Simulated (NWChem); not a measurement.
System: SiHCl3; SMILES Cl[SiH](Cl)Cl

Excerpt of the output:

```
             Northwest Computational Chemistry Package (NWChem) 7.3.0
             --------------------------------------------------------

 C3  symmetry detected

                             Geometry "geometry" -> ""
                             -------------------------

 Output coordinates in angstroms (scale by  1.889725989 to convert to a.u.)

  No.       Tag          Charge          X              Y              Z
 ---- ---------------- ---------- -------------- -------------- --------------
    1 Si                  14.0000     0.00000000    -0.00000000     0.50960383
    2 Cl                  17.0000    -1.34770827     1.37542842    -0.17884017
    3 Cl                  17.0000     1.86501009     0.47943538    -0.17884017
    4 Cl                  17.0000    -0.51730182    -1.85486381    -0.17884017
    5 H                    1.0000     0.00000000    -0.00000000     1.98639483

 Effective nuclear repulsion energy (a.u.)     336.6454492163

      Symmetry information
      --------------------

 Group name             C3
 Group number              5
 Group order               3
 No. of unique centers     3

                                 NWChem DFT Module
                                 -----------------

 Summary of "ao basis" -> "ao basis" (spherical)
 ------------------------------------------------------------------------------
       Tag                 Description            Shells   Functions and Types
 ---------------- ------------------------------  ------  ---------------------
 Si                        def2-tzvpd               15       43   6s5p3d1f
 Cl                        def2-tzvpd               16       46   6s6p3d1f
 H                         def2-tzvpd                5        9   3s2p

      Symmetry analysis of basis
      --------------------------

        a          68
        e+         61
        e-         61

  Rotation of axis

            General Information
            -------------------
          SCF calculation type: DFT
          Wavefunction type:  closed shell.
          No. of atoms     :     5
          No. of electrons :    66
           Alpha electrons :    33
            Beta electrons :    33
          Charge           :     0
          Spin multiplicity:     1
          Use of symmetry is: on ; symmetry adaption is: on
          Maximum number of iterations: 150
          AO basis - number of functions:   190
                     number of shells:    68
          Convergence on energy requested:  1.00D-06
          Convergence on density requested:  1.00D-05
          Convergence on gradient requested:  5.00D-04

              XC Information
              --------------
                        Slater Exchange Functional  1.000 local
                      VWN V Correlation Functional  1.000 local

             Grid Information
             ----------------
          Grid used for XC integration:  medium
          Radial quadrature: Mura-Knowles
          Angular quadrature: Lebedev.
          Tag              B.-S. Rad. Rad. Pts. Rad. Cut. Ang. Pts.
          ---              ---------- --------- --------- ---------
          Si                  1.10       88          12.0       590
          Cl                  1.00       88          14.0       590
          H                   0.35       45          12.0       434
          Grid pruning is: on
          Number of quadrature shells:   221
          Spatial weights used:  Erf1

      Superposition of Atomic Density Guess
      -------------------------------------

 Sum of atomic energies:       -1667.76895704

      Non-variational initial energy
      ------------------------------

 Total energy =   -1668.716619
 1-e energy   =   -2977.622661
 2-e energy   =     972.260593
 HOMO         =      -0.401814
 LUMO         =       0.027754

      Symmetry analysis of molecular orbitals - initial
      -------------------------------------------------

  Numbering of irreducible representations:

     1 a           2 e+          3 e-

  Orbital symmetries:

     1 a           2 e+          3 e+          4 a           5 a
     6 e+          7 e+          8 a           9 e+         10 e+
    11 a          12 e+         13 e+         14 e+         15 e+
    16 a          17 a          18 a          19 e+         20 e+
    21 a          22 e+         23 e+         24 a          25 e+
    26 e+         27 a          28 e+         29 e+         30 e+
    31 e+         32 a          33 a          34 a          35 a
    36 e+         37 e+         38 a          39 e+         40 e+
    41 e+         42 e+         43 e+

------------------------------------------------------------
EAF file 0: "./job.aoints.0" size=249036800 bytes
------------------------------------------------------------
               write      read    awrite     aread      wait
               -----      ----    ------     -----      ----
     calls:      475         0         0         0         0
   data(b): 2.49e+08  0.00e+00  0.00e+00  0.00e+00
   time(s): 0.00e+00  0.00e+00  0.00e+00  0.00e+00  0.00e+00
rate(mb/s): 0.00e+00  0.00e+00
------------------------------------------------------------

     ---------------------------------------------
      Total Density - Mulliken Population Analysis
     ---------------------------------------------

    Atom       Charge   Shell Charges
 -----------   ------   -------------------------------------------------------
    1 Si  14    12.56   2.00  0.59  1.39  0.78  0.22  0.03  4.10  1.74  0.43  0.90 -0.05  0.14  0.24 -0.01  0.06
    2 Cl  17    17.45   2.01  0.45  1.52  1.10  0.86  0.03  4.19  1.69  1.11  2.95  1.50  0.03  0.00  0.02  0.01  0.00
    3 Cl  17    17.45   2.01  0.45  1.52  1.10  0.86  0.03  4.19  1.69  1.11  2.95  1.50  0.03  0.00  0.02  0.01  0.00
    4 Cl  17    17.45   2.01  0.45  1.52  1.10  0.86  0.03  4.19  1.69  1.11  2.95  1.50  0.03  0.00  0.02  0.01  0.00
    5 H    1     1.08   0.22  0.53  0.29  0.01  0.03

   convergence    iter        energy       DeltaE   RMS-Dens  Diis-err
 ---------------- ----- ----------------- --------- --------- ---------
 d= 0,ls=0.0,diis     1  -1665.1910182048 -2.00D+03  6.77D-03  3.59D+00
 d= 0,ls=0.0,diis     2  -1665.0392504698  1.52D-01  7.14D-03  2.02D+00
 d= 0,ls=0.0,diis     3  -1665.1177838007 -7.85D-02  3.09D-03  1.36D+00
 d= 0,ls=0.0,diis     4  -1665.3070414088 -1.89D-01  3.14D-04  3.72D-03
 d= 0,ls=0.0,diis     5  -1665.3074112046 -3.70D-04  8.96D-05  7.21D-04
  Resetting Diis
 d= 0,ls=0.0,diis     6  -1665.3074921107 -8.09D-05  2.25D-05  4.85D-05
 d= 0,ls=0.0,diis     7  -1665.3074980950 -5.98D-06  1.30D-05  4.58D-06
 d= 0,ls=0.0,diis     8  -1665.3074975251  5.70D-07  7.37D-06  8.45D-06

         Total DFT energy =    -1665.307497525141
      One electron energy =    -2978.830947721654
           Coulomb energy =     1077.321478382582
    Exchange-Corr. energy =     -100.443477402351
 Nuclear repulsion energy =      336.645449216282

 Numeric. integr. density =       66.000004370416

                  Occupations of the irreducible representations
                  ----------------------------------------------

                     irrep           alpha         beta
                     --------     --------     --------
                     a                13.0         13.0
                     e+               20.0         20.0
                     e-                0.0          0.0

                       DFT Final Molecular Orbital Analysis
                       ------------------------------------

 Vector   31  Occ=2.000000D+00  E=-3.129997D-01  Symmetry=e+
              MO Center=  3.7D-01, -5.5D-01, -1.1D-01, r^2= 4.4D+00
   Bfn.  Coefficient  Atom+Function         Bfn.  Coefficient  Atom+Function
  ----- ------------  ---------------      ----- ------------  ---------------
   153      0.307424  4 Cl pz               107     -0.274890  3 Cl pz
   156      0.200490  4 Cl pz               152     -0.187736  4 Cl py
   110     -0.179273  3 Cl pz               105     -0.161596  3 Cl px
   150      0.149011  4 Cl pz               106     -0.138224  3 Cl py
   104     -0.133241  3 Cl pz                60     -0.128394  2 Cl py

 Vector   32  Occ=2.000000D+00  E=-3.084215D-01  Symmetry=a
              MO Center=  7.6D-14,  1.9D-13,  3.2D-01, r^2= 4.5D+00
   Bfn.  Coefficient  Atom+Function         Bfn.  Coefficient  Atom+Function
  ----- ------------  ---------------      ----- ------------  ---------------
    61      0.267517  2 Cl pz               107      0.267517  3 Cl pz
   153      0.267517  4 Cl pz               183     -0.186087  5 H  s
    64      0.168209  2 Cl pz               110      0.168209  3 Cl pz
   156      0.168209  4 Cl pz                58      0.131379  2 Cl pz
   104      0.131379  3 Cl pz               150      0.131379  4 Cl pz

 Vector   33  Occ=2.000000D+00  E=-2.993800D-01  Symmetry=a
              MO Center=  9.0D-14,  2.9D-14, -1.6D-01, r^2= 4.9D+00
   Bfn.  Coefficient  Atom+Function         Bfn.  Coefficient  Atom+Function
  ----- ------------  ---------------      ----- ------------  ---------------
   106      0.314114  3 Cl py               151      0.312405  4 Cl px
    59     -0.231656  2 Cl px                60     -0.226988  2 Cl py
   109      0.202512  3 Cl py               154      0.201410  4 Cl px
   103      0.153039  3 Cl py               148      0.152207  4 Cl px
    62     -0.149351  2 Cl px                63     -0.146341  2 Cl py

 Vector   34  Occ=0.000000D+00  E=-6.165132D-02  Symmetry=a
              MO Center= -1.4D-13, -2.1D-13,  6.0D-02, r^2= 5.6D+00
   Bfn.  Coefficient  Atom+Function         Bfn.  Coefficient  Atom+Function
  ----- ------------  ---------------      ----- ------------  ---------------
     4      0.688454  1 Si s                  5      0.611423  1 Si s
     3     -0.326026  1 Si s                  6      0.287402  1 Si s
   108      0.240234  3 Cl px               155     -0.238927  4 Cl py
    18     -0.215169  1 Si pz               105      0.215650  3 Cl px
   152     -0.214477  4 Cl py                48     -0.204856  2 Cl s

 Vector   35  Occ=0.000000D+00  E=-4.277806D-02  Symmetry=e+
              MO Center= -5.6D-02, -2.1D-02,  6.0D-01, r^2= 5.1D+00
   Bfn.  Coefficient  Atom+Function         Bfn.  Coefficient  Atom+Function
  ----- ------------  ---------------      ----- ------------  ---------------
    16      0.414640  1 Si px                95      0.255158  3 Cl s
    93     -0.194243  3 Cl s                 35     -0.175959  1 Si d  1
    30     -0.144609  1 Si d  1              13      0.143482  1 Si px
   111      0.140340  3 Cl px                49     -0.138512  2 Cl s
     7     -0.131005  1 Si px                60     -0.130908  2 Cl py

 Vector   36  Occ=0.000000D+00  E=-4.277806D-02  Symmetry=e+
              MO Center=  5.6D-02,  2.1D-02,  6.0D-01, r^2= 5.1D+00
   Bfn.  Coefficient  Atom+Function         Bfn.  Coefficient  Atom+Function
  ----- ------------  ---------------      ----- ------------  ---------------
    17      0.414640  1 Si py               141     -0.227286  4 Cl s
    49      0.214661  2 Cl s                 33      0.175959  1 Si d -1
   139      0.173025  4 Cl s                 47     -0.163413  2 Cl s
    28      0.144609  1 Si d -1              14      0.143482  1 Si py
   106     -0.140790  3 Cl py               109     -0.132555  3 Cl py

------------------------------------------------------------
EAF file 0: "./job.aoints.0" size=312475648 bytes
------------------------------------------------------------
               write      read    awrite     aread      wait
               -----      ----    ------     -----      ----
     calls:      596         7         0      4165      4165
   data(b): 3.12e+08  3.67e+06  0.00e+00  2.18e+09
   time(s): 0.00e+00  0.00e+00  0.00e+00  0.00e+00  0.00e+00
rate(mb/s): 0.00e+00  0.00e+00
------------------------------------------------------------

     ---------------------------------------------
      Total Density - Mulliken Population Analysis
     ---------------------------------------------

    Atom       Charge   Shell Charges
 -----------   ------   -------------------------------------------------------
    1 Si  14    13.43   2.01  0.56  1.40  0.95  0.20  0.03  4.12  1.67  0.63  1.18 -0.04  0.23  0.42  0.01  0.08
    2 Cl  17    17.17   2.01  0.42  1.53  1.16  0.79  0.01  4.18  1.67  1.17  2.75  1.40  0.03  0.01  0.02  0.01  0.00
    3 Cl  17    17.17   2.01  0.42  1.53  1.16  0.79  0.01  4.18  1.67  1.17  2.75  1.40  0.03  0.01  0.02  0.01  0.00
    4 Cl  17    17.17   2.01  0.42  1.53  1.16  0.79  0.01  4.18  1.67  1.17  2.75  1.40  0.03  0.01  0.02  0.01  0.00
    5 H    1     1.07   0.23  0.50  0.28  0.01  0.04

     -------------------------------------------
      Total Density - Lowdin Population Analysis
     -------------------------------------------

    Atom       Charge   Shell Charges
 -----------   ------   -------------------------------------------------------
    1 Si  14    14.73   2.00  0.83  1.09  0.42  0.20  0.11  3.83  1.87  0.68  1.04  0.53  0.24  1.04  0.52  0.33
    2 Cl  17    16.74   1.98  0.84  1.14  0.86  0.61  0.15  3.92  1.90  1.27  2.39  1.33  0.16  0.01  0.03  0.16  0.00
    3 Cl  17    16.74   1.98  0.84  1.14  0.86  0.61  0.15  3.92  1.90  1.27  2.39  1.33  0.16  0.01  0.03  0.16  0.00
    4 Cl  17    16.74   1.98  0.84  1.14  0.86  0.61  0.15  3.92  1.90  1.27  2.39  1.33  0.16  0.01  0.03  0.16  0.00
    5 H    1     1.04   0.23  0.41  0.22  0.02  0.16

     Multipole analysis of the density
     ---------------------------------

     L   x y z        total         alpha         beta         nuclear
     -   - - -        -----         -----         ----         -------
     0   0 0 0      0.000000    -33.000000    -33.000000     66.000000

     1   1 0 0     -0.000000     -0.000000     -0.000000      0.000000
     1   0 1 0     -0.000000     -0.000000     -0.000000     -0.000000
     1   0 0 1      0.330200      0.165100      0.165100     -0.000000

     2   2 0 0    -38.403296   -188.036361   -188.036361    337.669426
     2   1 1 0     -0.000000     -0.000000     -0.000000      0.000000
     2   1 0 1     -0.000000     -0.000000     -0.000000     -0.000000
     2   0 2 0    -38.403296   -188.036361   -188.036361    337.669426
     2   0 1 1      0.000000      0.000000      0.000000      0.000000
     2   0 0 2    -37.026756    -34.962921    -34.962921     32.899085
```

Level: LDA (Slater exchange, VWN5)/def2-TZVPD. All runs use the structure optimised with PBE0/def2-SVP.

Q: Write an input that gives this output.

A: One answer among several that fit: the input that was run:
```
start job
memory heap 200 mb stack 900 mb global 1100 mb
geometry units angstroms noautoz
  Si     0.000000     0.000000     0.500755
  Cl    -0.502172    -1.859017    -0.187689
  Cl    -1.358870     1.364402    -0.187689
  Cl     1.861042     0.494615    -0.187689
  H      0.000000     0.000000     1.977546
end
basis spherical
  * library def2-tzvpd
end
dft
  xc slater vwn_5
  iterations 150
  semidirect filesize 400000000
  mulliken
end
task dft energy
```
